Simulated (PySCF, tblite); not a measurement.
Isomers of [C6H6ClF]+ (charge +1 and doublet state), one GFN2-xTB conformer each. Single-point energies are computed at B3LYP/pcH-1 (PySCF, gas phase, no added dispersion term), electronic only. GFN2-xTB treats the open shell by occupation alone, and not every SCF solution was tested for stability.

| SMILES | GFN2-xTB relative energy (kcal/mol) |
| --- | --- |
| [H]/[C+]=[C]/[C@@H]1C[C@H](Cl)[C@@H]1F | 15.5 |
| C=C(Cl)/C(F)=C\[CH][CH2+] | 0.0 |

Conformers: `[H]/[C+:1]=[C:2]/[C@@H:3]1[CH2:4][C@H:5]([Cl:6])[C@@H:7]1[F:8]` (charge +1 and doublet state) with C2–C3–C4–C5 -88°, C3–C4–C5–Cl6 87°, C4–C5–C7–F8 142°, C2–C3–C7–C5 89°; `[CH2:1]=[C:2]([Cl:3])/[C:4]([F:5])=[CH:6]\[CH:7][CH2+:8]` (charge +1 and doublet state) with C1–C2–C4–F5 3°, C4–C6–C7–C8 -179°, C6–C7–C8–H 2° and -179°.

**Question.** What does B3LYP/pcH-1 give for the same structures?

**Answer.** 
| SMILES | B3LYP/pcH-1 E (Eh) | B3LYP/pcH-1 (kcal/mol) | GFN2-xTB (kcal/mol) | point group |
| --- | --- | --- | --- | --- |
| C=C(Cl)/C(F)=C\[CH][CH2+] | -791.95120 | 0.0 | 0.0 | near Cs |
| [H]/[C+]=[C]/[C@@H]1C[C@H](Cl)[C@@H]1F | -791.86484 | 54.2 | 15.5 | C1 |

Both levels put the same isomer lowest. As drawn, the higher has a four-membered ring, which the lower lacks.

**Question.** What happens when harmonic zero-point energies from GFN2-xTB frequencies are added?

**Answer.** 
```
                                SMILES  ZPE (kcal/mol)  electronic (kcal/mol)  with ZPE (kcal/mol)
             C=C(Cl)/C(F)=C\[CH][CH2+]            60.3                    0.0                  0.0
[H]/[C+]=[C]/[C@@H]1C[C@H](Cl)[C@@H]1F            61.5                   54.2                 55.4
```

The zero-point energies span 1.2 kcal/mol. The order is unchanged.
